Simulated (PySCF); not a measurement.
C₄H₁₂NSi, charge +1, multiplicity 1.

```xyz
18

C      0.0004     1.2278     1.7644
N      0.0000     0.0000     0.9549
C     -0.0004    -1.2278     1.7644
Si     0.0000     0.0000    -0.7172
C     -0.0004     1.6259    -1.5894
C      0.0004    -1.6259    -1.5894
H      0.8942     1.2507     2.4074
H     -0.8936     1.2514     2.4072
H      0.0009     2.1239     1.1311
H      0.8936    -1.2514     2.4072
H     -0.8942    -1.2507     2.4074
H     -0.0009    -2.1239     1.1311
H     -0.0060     1.4716    -2.6788
H      0.8937     2.2146    -1.3236
H     -0.8883     2.2196    -1.3146
H     -0.8937    -2.2146    -1.3236
H      0.8883    -2.2196    -1.3146
H      0.0060    -1.4716    -2.6788
```
Charge +1, spin multiplicity 1.

Geometry: B3LYP-D3(BJ)/def2-SVP. The multiplicity is an assumed one; other spin states were not compared. The isomer is the one that the SMILES or the coordinates give; other isomers of the formula were not compared. Other conformers were not sampled.

Calculation: B3LYP/pcSseg-1 in PySCF. Non-relativistic, no solvent.

**Question.** Give the absolute GIAO shielding of each atom: isotropic value and principal components (ppm). (An estimate is asked for; the answer gives what the named calculation found.)

**Answer.** 
```tsv
atom	σ(iso)	σ11	σ22	σ33	span
C1	135.2	108.8	121.6	175.2	66.4
N2	97.8	-59.7	148.5	204.7	264.4
C3	135.2	108.8	121.6	175.2	66.4
Si4	147.1	55.9	151.4	234.0	178.1
C5	179.5	171.5	176.5	190.4	18.9
C6	179.5	171.5	176.5	190.4	18.9
H7	28.2	24.6	25.6	34.5	9.9
H8	28.2	24.6	25.6	34.5	9.9
H9	28.0	22.9	28.9	32.2	9.3
H10	28.2	24.6	25.6	34.5	9.9
H11	28.2	24.6	25.6	34.5	9.9
H12	28.0	22.9	28.9	32.2	9.3
H13	29.8	25.1	27.5	36.9	11.9
H14	29.7	25.0	27.5	36.5	11.5
H15	29.7	25.0	27.5	36.5	11.5
H16	29.7	25.0	27.5	36.5	11.5
H17	29.7	25.0	27.5	36.5	11.5
H18	29.8	25.1	27.5	36.9	11.9
```
